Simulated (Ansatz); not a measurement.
The first iterations of a band of F2H2Si + H2O (8 atoms, charge 0, multiplicity 1).

The calculation used Ansatz 0.2.0, RKS B3LYP/def2-SVP.

```yaml
movable_images: 7
climbing_image: yes
spring: 5.0 eV/Å²
optimiser: quadratic models (default)
start_path: through a guess of the saddle point
force_threshold: 0.5 eV/Å
iteration_limit: 60
end_points: relaxed
```

Initial state:

```xyz
8
Properties=species:S:1:pos:R:3
Si 0.359 0.028 0.010
H 0.575 0.501 1.387
H 1.597 0.018 -0.803
F -0.696 0.969 -0.789
F -0.210 -1.494 -0.018
O -2.219 -0.077 1.319
H -2.544 0.421 0.555
H -2.246 -0.996 1.016
```

Final state:

```xyz
8
Properties=species:S:1:pos:R:3
Si -0.174 -0.306 -0.823
H -1.165 0.781 3.592
H 1.225 -0.405 -0.400
F -0.437 1.085 -1.598
F -0.527 -1.462 -1.892
O -1.135 -0.427 0.499
H -2.095 -0.384 0.405
H -1.075 0.487 2.895
```

| iteration | highest image above the first end (eV) | largest band force component (eV/Å) |
| --- | --- | --- |
| 1 | 4.917 | 32.363 |
| 2 | 2.413 | 5.052 |
| 3 | 1.861 | 3.143 |

**Question.** Does the band converge within its limit, and where does its top end?

**Answer.** The forces met the threshold. It ended after 11 iterations with the highest image 1.641 eV above the first end. The threshold of 0.5 eV/Å is loose, so the images may lie well off the minimum-energy path. Neighbouring images differ by up to 1.7 eV, so the band resolves the path poorly. The order of the stationary point at the top wasn't checked. The orbitals stay closed-shell, which can raise the energy where a bond breaks towards radicals; this wasn't checked here.

Run time: 3.5 min on 1 thread of Arm Neoverse V1, on a shared host, peak memory 0.15 GiB.
